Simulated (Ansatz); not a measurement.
One change: `NB(S)S` becomes `NBS`.

Ansatz, PBE0-D4/def2-TZVP geometries, multiplicity 1. Each molecule was computed in one conformer, which needn't be the lowest.

```csv
property,`NB(S)S`
HOMO–LUMO gap (ωB97M-V/def2-TZVPP) / eV,11.04
HOMO–LUMO gap (PBE0/def2-TZVPP) / eV,7.22
HOMO–LUMO gap (B3LYP/def2-TZVPP) / eV,6.67
LUMO energy (ωB97M-V/def2-TZVPP) / eV,1.70
zero-point energy (PBE0-D4/def2-TZVP) / kJ/mol,132.9
HOMO energy (PBE0/def2-TZVPP) / eV,-7.18
```

Q: What does the change do to each property? (Estimate.)

A: Computed: 
| property | `NBS` | shift |
| --- | --- | --- |
| HOMO–LUMO gap (ωB97M-V/def2-TZVPP) / eV | 11.42 | 0.38 |
| HOMO–LUMO gap (PBE0/def2-TZVPP) / eV | 7.67 | 0.45 |
| HOMO–LUMO gap (B3LYP/def2-TZVPP) / eV | 7.13 | 0.46 |
| LUMO energy (ωB97M-V/def2-TZVPP) / eV | 2.06 | 0.36 |
| zero-point energy (PBE0-D4/def2-TZVP) / kJ/mol | 131.0 | -1.9 |
| HOMO energy (PBE0/def2-TZVPP) / eV | -7.18 | 0.00 |

The zero-point energy changes by -1.9 kJ/mol with -3 modes.

B3LYP here is the variant with VWN-RPA as its local correlation; programs differ in this.
